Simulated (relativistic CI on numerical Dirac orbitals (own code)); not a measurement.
**Electric-dipole transitions in In7+**

Computed by Dirac-Coulomb-Breit CI, orbitals from a KLI potential per configuration, a model potential for QED, unscaled Slater integrals (own radial code, finite nucleus).

CI space (outside the closed core [Ar] 3d10): 4s2 4p6 4d6, 4s2 4p6 4d5 5s, 4s2 4p6 4d5 4f, 4s2 4p5 4d7, 4s2 4p6 4d5 5p, 4s2 4p6 4d4 5s2, 4s2 4p4 4d8, 4s 4p6 4d7, 4s2 4p6 4d4 5s 5p, 4s2 4p6 4d5 5d, 4s2 4p6 4d4 5p2, 4s2 4p6 4d5 6s, 4s2 4p6 4d5 6p, 4s2 4p6 4d5 6d, 4p6 4d8, 4s 4p5 4d8. Levels of other configurations are missing.

```tsv
λ vac (Å)	Lower	Upper	A (s⁻¹)	log gf	S velocity/length
225.48	4s2 4p6 4d6 5D_4 [1]	4s2 4p6 4d5 5p 5D°_4 [156]	1.13e+10	-0.11	0.85
230.03	4s2 4p6 4d6 5D_3 [2]	4s2 4p6 4d5 5p 5F°_2 [141]	1.13e+10	-0.35	0.85
230.78	4s2 4p6 4d6 5D_3 [2]	4s2 4p6 4d5 5p 5F°_4 [138]	1.27e+10	-0.04	0.88
231.12	4s2 4p6 4d6 5D_4 [1]	4s2 4p6 4d5 5p 5P°_3 [128]	1.17e+10	-0.18	0.82
232.77	4s2 4p6 4d6 3F_4 [7]	4s2 4p6 4d5 5p 3H°_4 [186]	1.26e+10	-0.04	0.84
233.31	4s2 4p6 4d6 5D_3 [2]	4s2 4p6 4d5 5p 5P°_3 [128]	1.00e+10	-0.24	0.85
233.53	4s2 4p6 4d6 5D_4 [1]	4s2 4p6 4d5 5p 5F°_5 [124]	1.58e+10	0.15	0.88
234.82	4s2 4p6 4d6 3H_6 [8]	4s2 4p6 4d5 5p 3I°_6 [185]	1.46e+10	0.20	0.86
238.55	4s2 4p6 4d6 3H_6 [8]	4s2 4p6 4d5 5p 3H°_6 [168]	1.56e+10	0.24	0.85
238.64	4s2 4p6 4d6 3H_6 [8]	4s2 4p6 4d5 5p 3G°_5 [167]	1.84e+10	0.24	0.82
246.73	4s2 4p6 4d6 5D_4 [1]	4s2 4p6 4d5 5p 5P°_3 [104]	1.28e+10	-0.09	0.82
897.19	4s2 4p6 4d5 5s 7S_3 [35]	4s2 4p6 4d5 5p 7P°_4 [101]	3.12e+09	0.53	0.95
906.11	4s2 4p6 4d5 5s 5G_6 [40]	4s2 4p6 4d5 5p 5H°_7 [137]	3.01e+09	0.75	1.01
911.72	4s2 4p6 4d5 5s 3I_6 [56]	4s2 4p6 4d5 5p 1K°_7 [190]	1.88e+09	0.55	1.05
912.23	4s2 4p6 4d5 5s 5G_5 [41]	4s2 4p6 4d5 5p 5H°_6 [135]	2.10e+09	0.53	1.00
921.50	4s2 4p6 4d5 5s 3I_7 [58]	4s2 4p6 4d5 5p 3K°_8 [192]	2.89e+09	0.80	1.05
921.88	4s2 4p6 4d5 5s 5G_4 [39]	4s2 4p6 4d5 5p 5H°_5 [132]	1.73e+09	0.38	0.98
970.34	4s2 4p6 4d5 5s 7S_3 [35]	4s2 4p6 4d5 5p 7P°_3 [96]	2.11e+09	0.32	0.93
995.65	4s2 4p6 4d5 5s 3G_5 [51]	4s2 4p6 4d5 5p 3H°_6 [147]	1.49e+09	0.46	1.05
1014.1	4s2 4p6 4d5 5s 5G_6 [40]	4s2 4p6 4d5 5p 5G°_6 [116]	1.50e+09	0.48	0.94
```

Terms are leading LS components. Brackets give the number of a level in order of energy, since labels repeat. The list gives strong lines, with weight on those to low levels, among the lowest 200 of 2886 levels, so that lines to higher ones, which can be the strongest, are missing. Levels whose partners in the same complex of configurations lie outside the list can be far off, and so can their lines. Rates are taken at the computed energies, electric ones in the length gauge. A velocity-to-length ratio far from 1 marks an uncertain rate.

At this charge configurations can still be misplaced by up to about 7 % of their energy. Terms inside the open d or f shell come out 10 to 20 % too wide with unscaled integrals.

LS names give the leading component of a level, which can be under half, so a name can repeat, a term be missing and a line seem to break the LS rules.
